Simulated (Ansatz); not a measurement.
Consider the homolysis of the C–Si bond: `C[SiH](F)[SeH]` → `[CH3]`• + `F[SiH][SeH]`•.

Isolated molecules relaxed with PBE0-D4/def2-TZVP in Ansatz; ΔE leaves out vibrations. CCSD(T)/CBS is the MP2 limit (def2-TZVPP, def2-QZVPP) plus CCSD(T) − MP2 in def2-TZVPP, frozen cores. This one scheme is used for every species. DFT in def2-TZVPP. No spin–orbit coupling; open shells (•) take unrestricted orbitals. For Se outer-core shells are correlated without core-valence functions, which leaves a few kJ/mol of doubt a bond. Scalar relativity is left out up to krypton. One conformer a species, not always the lowest.

CCSD(T)/CBS gives +98.5 kcal/mol.

Q: Another level gave +94.0 kcal/mol. Which?
A. SCS-MP2/def2-TZVPP
B. BHLYP/def2-TZVPP
C. PBE/def2-TZVPP
D. LC-ωPBE/def2-TZVPP

A: D. LC-ωPBE 94.0, BHLYP 90.4, PBE 91.7, SCS-MP2/def2-TZVPP 98.4 kcal/mol.

Largest T1 diagnostic among the species: 0.013.

From PBE to PBE0 (25 % exact exchange), in def2-TZVPP and without D4, ΔE moves by +1.1 kcal/mol. The D4 term adds +2.7 kcal/mol with B3LYP and +1.5 kcal/mol with PBE0; it sums over pairs of atoms, weighted by their polarisabilities, and B3LYP, whose exchange is more repulsive, gets the larger term. In def2-TZVPP, CCSD(T) changes the Hartree–Fock value by +25.0 kcal/mol (the triples alone add +1.8 kcal/mol) and MP2 by +28.4 kcal/mol; breaking electron pairs costs correlation energy, which Hartree–Fock lacks.

B3LYP here is the variant with VWN-RPA as its local correlation; programs differ in this.
